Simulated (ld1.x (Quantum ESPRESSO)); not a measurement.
Scattering properties, ultrasoft potential for Ag (Z = 47)

ld1.x (Quantum ESPRESSO) 7.5 input, shortened:

```
&input
   title='Ag', zed=47., rel=1, dft='WC', iswitch=3,
   config='[Kr] 4d9.5 5s0 5p0'
 /
 &inputp
   pseudotype=3, tm=.true., lloc=-1, rcloc=1.70,
   nlcc=.true.,
   which_augfun='PSQ', rmatch_augfun_nc=.true.
 /
6
4S  1  0   2.00   0.00  1.55  1.80  0.0
5S  2  0   0.00   0.00  1.55  1.80  0.0
4P  2  1   6.00   0.00  1.35  1.45  0.0
5P  3  1   0.00   0.00  1.35  1.45  0.0
4D  3  2   9.50   0.00  1.45  1.90  0.0
4D  3  2   0.00   2.90  1.45  1.90  0.0
 &test
   configts(1)='4s2 4p6 4d9.5 5s0 5p0'
 /
```

The phase is arctan(r·u′/u) with u = r·R(r), unwrapped; energies in Ry, scanned from -10 to 5 Ry. A pole is an energy at which the radial function vanishes at the test radius. The pseudo phase is shifted by a multiple of π to meet the all-electron one at the reference energy, and phase errors are pseudo minus all-electron; the curves can meet again beyond the range given. Levels narrower than the energy grid can be missing from the lists of poles.

| channel | radius (bohr) | reference energy (Ry) | poles, all-electron | poles, pseudo | unbroken range about the reference energy with phases within 0.05 rad | phase error 1 Ry above the reference energy (rad) |
| --- | --- | --- | --- | --- | --- | --- |
| s | 2.05 | -1.16 | -8.01, 4.14 | -8.01, 4.31 | the whole range | +0.002 |
| p | 2.05 | -0.73 | -5.22 | -5.22 | the whole range | -0.001 |
| d | 2.05 | -1.62 | -0.93 | -0.92 | the whole range | +0.003 |

The ghost test of this file was not conclusive. Its overlap operator is not positive definite in a basis up to 400 Ry (lowest eigenvalue s -0.02), so the file is unfit for use: the generalised eigenproblem breaks down once the basis is large enough, and its test numbers describe a broken file.

Phases in the p channel:

```json
{"E (Ry)": "-10.00", "all-electron": "1.394", "pseudo": "1.394"}
{"E (Ry)": "-9.76", "all-electron": "1.391", "pseudo": "1.391"}
{"E (Ry)": "-9.52", "all-electron": "1.387", "pseudo": "1.387"}
{"E (Ry)": "-9.28", "all-electron": "1.384", "pseudo": "1.383"}
{"E (Ry)": "-9.04", "all-electron": "1.380", "pseudo": "1.380"}
{"E (Ry)": "-8.80", "all-electron": "1.375", "pseudo": "1.375"}
{"E (Ry)": "-8.56", "all-electron": "1.371", "pseudo": "1.371"}
{"E (Ry)": "-8.32", "all-electron": "1.366", "pseudo": "1.366"}
{"E (Ry)": "-8.08", "all-electron": "1.360", "pseudo": "1.360"}
{"E (Ry)": "-7.84", "all-electron": "1.354", "pseudo": "1.353"}
{"E (Ry)": "-7.60", "all-electron": "1.346", "pseudo": "1.346"}
{"E (Ry)": "-7.36", "all-electron": "1.338", "pseudo": "1.337"}
{"E (Ry)": "-7.12", "all-electron": "1.327", "pseudo": "1.327"}
{"E (Ry)": "-6.88", "all-electron": "1.314", "pseudo": "1.314"}
{"E (Ry)": "-6.64", "all-electron": "1.296", "pseudo": "1.296"}
{"E (Ry)": "-6.40", "all-electron": "1.270", "pseudo": "1.270"}
{"E (Ry)": "-6.16", "all-electron": "1.227", "pseudo": "1.227"}
{"E (Ry)": "-5.92", "all-electron": "1.131", "pseudo": "1.131"}
{"E (Ry)": "-5.68", "all-electron": "0.717", "pseudo": "0.716"}
{"E (Ry)": "-5.44", "all-electron": "-1.241", "pseudo": "-1.241"}
{"E (Ry)": "-5.20", "all-electron": "-1.585", "pseudo": "-1.585"}
{"E (Ry)": "-4.96", "all-electron": "-1.675", "pseudo": "-1.675"}
{"E (Ry)": "-4.72", "all-electron": "-1.718", "pseudo": "-1.718"}
{"E (Ry)": "-4.48", "all-electron": "-1.746", "pseudo": "-1.746"}
{"E (Ry)": "-4.24", "all-electron": "-1.768", "pseudo": "-1.768"}
{"E (Ry)": "-4.00", "all-electron": "-1.786", "pseudo": "-1.786"}
{"E (Ry)": "-3.76", "all-electron": "-1.802", "pseudo": "-1.802"}
{"E (Ry)": "-3.52", "all-electron": "-1.818", "pseudo": "-1.818"}
{"E (Ry)": "-3.28", "all-electron": "-1.833", "pseudo": "-1.833"}
{"E (Ry)": "-3.04", "all-electron": "-1.850", "pseudo": "-1.850"}
{"E (Ry)": "-2.80", "all-electron": "-1.867", "pseudo": "-1.867"}
{"E (Ry)": "-2.56", "all-electron": "-1.886", "pseudo": "-1.886"}
{"E (Ry)": "-2.32", "all-electron": "-1.907", "pseudo": "-1.907"}
{"E (Ry)": "-2.08", "all-electron": "-1.931", "pseudo": "-1.931"}
{"E (Ry)": "-1.84", "all-electron": "-1.958", "pseudo": "-1.958"}
{"E (Ry)": "-1.60", "all-electron": "-1.990", "pseudo": "-1.990"}
{"E (Ry)": "-1.36", "all-electron": "-2.028", "pseudo": "-2.028"}
{"E (Ry)": "-1.12", "all-electron": "-2.073", "pseudo": "-2.073"}
{"E (Ry)": "-0.88", "all-electron": "-2.129", "pseudo": "-2.129"}
{"E (Ry)": "-0.64", "all-electron": "-2.201", "pseudo": "-2.201"}
{"E (Ry)": "-0.40", "all-electron": "-2.293", "pseudo": "-2.293"}
{"E (Ry)": "-0.16", "all-electron": "-2.415", "pseudo": "-2.415"}
{"E (Ry)": "0.08", "all-electron": "-2.579", "pseudo": "-2.579"}
{"E (Ry)": "0.32", "all-electron": "-2.797", "pseudo": "-2.798"}
{"E (Ry)": "0.56", "all-electron": "-3.069", "pseudo": "-3.072"}
{"E (Ry)": "0.80", "all-electron": "-3.370", "pseudo": "-3.373"}
{"E (Ry)": "1.04", "all-electron": "-3.650", "pseudo": "-3.654"}
{"E (Ry)": "1.28", "all-electron": "-3.877", "pseudo": "-3.882"}
{"E (Ry)": "1.52", "all-electron": "-4.050", "pseudo": "-4.054"}
{"E (Ry)": "1.76", "all-electron": "-4.178", "pseudo": "-4.182"}
{"E (Ry)": "2.00", "all-electron": "-4.274", "pseudo": "-4.279"}
{"E (Ry)": "2.24", "all-electron": "-4.348", "pseudo": "-4.353"}
{"E (Ry)": "2.48", "all-electron": "-4.407", "pseudo": "-4.411"}
{"E (Ry)": "2.72", "all-electron": "-4.454", "pseudo": "-4.458"}
{"E (Ry)": "2.96", "all-electron": "-4.493", "pseudo": "-4.497"}
{"E (Ry)": "3.20", "all-electron": "-4.525", "pseudo": "-4.530"}
{"E (Ry)": "3.44", "all-electron": "-4.553", "pseudo": "-4.557"}
{"E (Ry)": "3.68", "all-electron": "-4.576", "pseudo": "-4.581"}
{"E (Ry)": "3.92", "all-electron": "-4.597", "pseudo": "-4.603"}
{"E (Ry)": "4.16", "all-electron": "-4.616", "pseudo": "-4.621"}
{"E (Ry)": "4.40", "all-electron": "-4.632", "pseudo": "-4.638"}
{"E (Ry)": "4.64", "all-electron": "-4.647", "pseudo": "-4.654"}
{"E (Ry)": "4.88", "all-electron": "-4.661", "pseudo": "-4.668"}
```
